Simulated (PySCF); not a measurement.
Isomers of C2H10FNSi4, one GFN2-xTB conformer each. Single-point energies are computed at PBE0/pcSseg-1 (PySCF, gas phase, no added dispersion term), electronic only.

```
                             SMILES  GFN2-xTB relative energy (kcal/mol)
FC([SiH3])=C1[SiH2]N([SiH3])[SiH2]1                                 31.7
    N#C[SiH2]C[Si](F)([SiH3])[SiH3]                                 57.8
    F[SiH2]C#C[SiH2]N([SiH3])[SiH3]                                  0.0
   N#CC[Si@@H](F)[SiH2][SiH2][SiH3]                                 52.9
   F[SiH2][Si@]1([SiH3])C=CN1[SiH3]                                 14.9
   C#C[SiH2][Si@@H](N[SiH3])[SiH2]F                                 35.0
```

Conformers: `[N:1]#[C:2][SiH2:3][CH2:4][Si:5]([F:6])([SiH3:7])[SiH3:8]` with C2–Si3–C4–Si5 -175°, Si3–C4–Si5–F6 -50°; `[F:1][SiH2:2][C:3]#[C:4][SiH2:5][N:6]([SiH3:7])[SiH3:8]` with C4–Si5–N6–Si7 -46°; `[N:1]#[C:2][CH2:3][Si@@H:4]([F:5])[SiH2:6][SiH2:7][SiH3:8]` with C2–C3–Si4–F5 -82°, C3–Si4–Si6–Si7 -68°, Si4–Si6–Si7–Si8 -144°; `[F:1][SiH2:2][Si@:3]1([SiH3:4])[CH:5]=[CH:6][N:7]1[SiH3:8]` with F1–Si2–Si3–Si4 37°; `[CH:1]#[C:2][SiH2:3][Si@@H:4]([NH:5][SiH3:6])[SiH2:7][F:8]` with C2–Si3–Si4–N5 -179°, Si3–Si4–N5–Si6 64°, Si3–Si4–Si7–F8 54°.

Question: What does PBE0/pcSseg-1 give for the same structures?

Answer: 
```tsv
SMILES	PBE0/pcSseg-1 E (Eh)	PBE0/pcSseg-1 (kcal/mol)	GFN2-xTB (kcal/mol)	point group
F[SiH2]C#C[SiH2]N([SiH3])[SiH3]	-1394.03373	0.0	0.0	C1
N#C[SiH2]C[Si](F)([SiH3])[SiH3]	-1394.03065	1.9	57.8	C1
N#CC[Si@@H](F)[SiH2][SiH2][SiH3]	-1394.01922	9.1	52.9	C1
F[SiH2][Si@]1([SiH3])C=CN1[SiH3]	-1394.01085	14.4	14.9	C1
FC([SiH3])=C1[SiH2]N([SiH3])[SiH2]1	-1393.99943	21.5	31.7	–
C#C[SiH2][Si@@H](N[SiH3])[SiH2]F	-1393.99720	22.9	35.0	C1
```

Both levels put the same isomer lowest; measured from each level's own lowest isomer, the values differ by up to 55.9 kcal/mol (N#C[SiH2]C[Si](F)([SiH3])[SiH3]: 57.8 against 1.9). As drawn, the highest has an N–H bond and an Si–Si bond, which the lowest lacks. Neighbours under 2.5 kcal/mol apart (F[SiH2]C#C[SiH2]N([SiH3])[SiH3] and N#C[SiH2]C[Si](F)([SiH3])[SiH3]; FC([SiH3])=C1[SiH2]N([SiH3])[SiH2]1 and C#C[SiH2][Si@@H](N[SiH3])[SiH2]F) can change places with a better method, another conformer or zero-point energy.

Question: Which frontier levels, dipoles and rotational constants go with these structures?

Answer: 
```csv
SMILES,"HOMO (eV, PBE0/pcSseg-1)",LUMO (eV),dipole (D),"A, B, C (MHz)"
F[SiH2]C#C[SiH2]N([SiH3])[SiH3],-7.77,-1.26,1.94,"2343, 335.3, 312.0"
N#C[SiH2]C[Si](F)([SiH3])[SiH3],-8.42,-1.36,3.68,"1349, 483.8, 414.1"
N#CC[Si@@H](F)[SiH2][SiH2][SiH3],-8.34,-1.44,3.26,"1557, 491.2, 427.6"
F[SiH2][Si@]1([SiH3])C=CN1[SiH3],-6.21,-1.61,1.71,"1116, 708.8, 593.8"
FC([SiH3])=C1[SiH2]N([SiH3])[SiH2]1,-7.45,-1.12,1.19,"2266, 510.6, 424.9"
C#C[SiH2][Si@@H](N[SiH3])[SiH2]F,-7.14,-1.40,2.39,"1116, 648.4, 449.7"
```

Question: As an exercise, what shares would exp(−E/RT) give at 298.15 K from these electronic energies alone (no entropy, no degeneracies)?

Answer: RT = 0.592 kcal/mol: F[SiH2]C#C[SiH2]N([SiH3])[SiH3] 96.3 %, N#C[SiH2]C[Si](F)([SiH3])[SiH3] 3.7 %, N#CC[Si@@H](F)[SiH2][SiH2][SiH3] under 0.1 %, F[SiH2][Si@]1([SiH3])C=CN1[SiH3] under 0.1 %, FC([SiH3])=C1[SiH2]N([SiH3])[SiH2]1 under 0.1 %, C#C[SiH2][Si@@H](N[SiH3])[SiH2]F under 0.1 %.
